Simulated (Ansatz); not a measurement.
Consider the formal exchange of groups at the Se–Si bond: `S=C[SiH2][SeH]` + `NCF` → `NC(F)[SeH]` + `[SiH3]C=S`.

Program: Ansatz. Geometries: PBE0-D4/def2-TZVP. ΔE: electronic, gas phase. CCSD(T)/CBS adds triple-zeta CCSD(T) − MP2 to the extrapolated MP2 energy (def2 sets, frozen cores). Functionals use def2-TZVPP. B3LYP here is the variant with VWN-RPA as its local correlation; programs differ in this. For Se outer-core shells are correlated without core-valence functions, which leaves a few kJ/mol of doubt a bond. Scalar relativity is left out up to krypton. One conformer a species, not always the lowest.

| level | ΔE (kJ/mol) | difference from CCSD(T)/CBS |
| --- | --- | --- |
| r2SCAN-D4 | 120.3 | -4.3 |
| B3LYP-D4 | 119.9 | -4.7 |
| ωB97X-V | 119.5 | -5.1 |
| HF/def2-TZVPP | 128.6 | 4.0 |
| MP2/def2-TZVPP | 125.5 | 0.9 |
| CCSD/def2-TZVPP | 121.7 | -2.9 |
| CCSD(T)/def2-TZVPP | 119.9 | -4.7 |
| HF/def2-QZVPP | 128.4 | 3.8 |
| SCS-MP2/def2-QZVPP | 125.0 | 0.4 |
| HF/CBS(def2) | 128.4 | 3.8 |
| CCSD(T)/CBS | 124.6 | 0 |

Largest T1 diagnostic among the species: 0.015.

From PBE to PBE0 (25 % exact exchange), in def2-TZVPP and without D4, ΔE moves by +5.7 kJ/mol. In def2-TZVPP, CCSD(T) changes the Hartree–Fock value by −8.7 kJ/mol (the triples alone add −1.8 kJ/mol) and MP2 by −3.1 kJ/mol.
